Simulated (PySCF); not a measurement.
## Electric field gradients and quadrupole coupling constants

Compound: C6H8O3.
Atom-mapped SMILES: `[CH3:1][C:2]1=[CH:3][C@@H:4]([O:5][CH:6]=[O:7])[O:8][CH2:9]1` (hydrogens: H10, H11, H12 on C1; H13 on C3; H14 on C4; H15 on C6; H16, H17 on C9)

Geometry (PBE0-D3(BJ)/def2-SVP, Å), atoms numbered from 1 in this order:
```
atom  x, y, z in Å
C1     3.1389    0.1083   -0.7933
C2     1.7777   -0.0520   -0.2184
C3     0.7183    0.7562   -0.3129
C4    -0.4470    0.1223    0.3754
O5    -1.3822   -0.3075   -0.6379
C6    -2.6852   -0.2244   -0.3623
O7    -3.1790    0.2366    0.6249
O8     0.0669   -0.9796    1.0393
C9     1.3756   -1.2518    0.5896
H10    3.9050    0.1150   -0.0005
H11    3.2276    1.0401   -1.3675
H12    3.3826   -0.7334   -1.4626
H13    0.6568    1.7039   -0.8481
H14   -1.0091    0.7496    1.0826
H15   -3.2590   -0.6471   -1.2148
H16    2.0287   -1.4115    1.4658
H17    1.4088   -2.1762   -0.0200
```

Field gradients from the PBE0/pcSseg-1 density (PySCF, non-relativistic), principal values in atomic units, ordered |Vxx| ≤ |Vyy| ≤ |Vzz|:

```csv
atom,Vxx,Vyy,Vzz
O5,-0.5697,-1.0105,1.5802
O7,0.5832,1.0141,-1.5973
O8,-0.1186,-1.8901,2.0087
```

**Question.** Find the asymmetry η = (Vxx − Vyy)/Vzz and the couplings χ = eQV/h (234.96 MHz × Q in barn × V in au), with Q(17O) = −0.0256 b.

**Answer.** 
```json
{"atom": "O5", "environment": "ester single-bonded oxygen", "nucleus": "17O", "η": "0.28", "χzz (MHz)": "-9.51", "χxx (MHz)": "3.43", "χyy (MHz)": "6.08"}
{"atom": "O7", "environment": "ester carbonyl oxygen", "nucleus": "17O", "η": "0.27", "χzz (MHz)": "9.61", "χxx (MHz)": "-3.51", "χyy (MHz)": "-6.10"}
{"atom": "O8", "environment": "cyclic ether oxygen", "nucleus": "17O", "η": "0.88", "χzz (MHz)": "-12.08", "χxx (MHz)": "0.71", "χyy (MHz)": "11.37"}
```

The tensor is traceless: Vxx + Vyy + Vzz = 0.

**Question.** What is Vzz at O8 in SI units (1 au = 9.71736 × 10²¹ V/m²)?

**Answer.** 2.0087 au = 19.520 × 10²¹ V/m².

**Question.** And the gradient at the other heavy atoms, for which no coupling is worked out here?

**Answer.** 
| atom | environment | Vzz (au) | η |
| --- | --- | --- | --- |
| C1 | allylic carbon | 0.066 | 0.46 |
| C2 | fully substituted alkene carbon | 0.321 | 0.50 |
| C3 | alkene CH carbon | 0.192 | 0.80 |
| C4 | sp3 carbon bearing two oxygens | -0.457 | 0.71 |
| C6 | ester carbonyl carbon | 0.416 | 0.95 |
| C9 | sp3 carbon bound to oxygen | 0.372 | 0.08 |

**Question.** What couplings would deuterons (Q(2H) = 0.00286 b) have in place of the hydrogens, at this geometry?

**Answer.** 
```csv
atom,bonded to,bond length (Å),Vzz (au),η,χzz (kHz)
H10,C1,1.102,0.2874,0.03,193
H11,C1,1.098,0.2943,0.03,198
H12,C1,1.103,0.2872,0.03,193
H13,C3,1.090,0.3114,0.07,209
H14,C4,1.100,0.2660,0.05,179
H15,C6,1.111,0.2628,0.03,177
H16,C9,1.104,0.2759,0.06,185
H17,C9,1.108,0.2702,0.06,182
```

Geometry: PBE0-D3(BJ)/def2-SVP, one conformer, isolated molecule. A larger basis could move these couplings by a tenth or more.
